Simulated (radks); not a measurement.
Spherical quantum dot in the effective-mass picture: electrons in a parabolic well V = omega^2 r^2 / 2 with omega = 0.22, with a point charge +1 (a donor) at the centre, all in effective atomic units (hartree* = m*/eps^2 hartree, bohr* = eps/m* bohr), one dielectric constant everywhere. Calculated with a radial shooting solver with Libxc functionals: non-relativistic Kohn-Sham, LDA (Slater exchange, Perdew-Wang correlation), spin-polarised, spherical densities. Levels are named by radial order and angular momentum (1s, 1p, 1d, 2s, ...), and open shells are averaged over m.

N = 12, configuration 1s2 1p6 1d(up 2, down 0) 2s2. This is the lowest configuration that the search found. Occupied and some empty levels:

| level | occupation | eigenvalue (hartree*) | <r> (bohr*) |
|---|---|---|---|
| 1s up | 1 | 2.4381 | 2.912 |
| 1s down | 1 | 2.4450 | 2.795 |
| 1p up | 3 | 2.5641 | 4.719 |
| 1p down | 3 | 2.5784 | 4.703 |
| 2s up | 1 | 2.6169 | 4.067 |
| 2s down | 1 | 2.6265 | 4.158 |
| 1d up | 2 | 2.6668 | 5.265 |
| 1d down | 0 | 2.6818 | 5.273 |
| 1f up | 0 | 2.7854 | 5.692 |
| 1f down | 0 | 2.8000 | 5.711 |
| 2p up | 0 | 2.8452 | 4.887 |
| 2p down | 0 | 2.8541 | 4.894 |
| 1g up | 0 | 2.9177 | 6.065 |
| 1g down | 0 | 2.9314 | 6.090 |

Energy (hartree*): total 16.9878, kinetic 2.2367, external 2.5446, Hartree 14.634, exchange-correlation -2.4271.

Electron density:

| r (bohr*) | n(r) (e/bohr*^3) |
|---|---|
| 0.189 | 0.3096 |
| 0.901 | 0.08411 |
| 1.61 | 0.02903 |
| 2.33 | 0.01476 |
| 3.04 | 0.01208 |
| 3.75 | 0.01213 |
| 4.46 | 0.01133 |
| 5.18 | 0.008756 |
| 5.89 | 0.005335 |
| 6.60 | 0.002496 |
| 7.31 | 0.0008871 |
| 8.03 | 0.0002388 |
| 8.74 | 0.00004877 |
| 9.45 | 7.628e-06 |
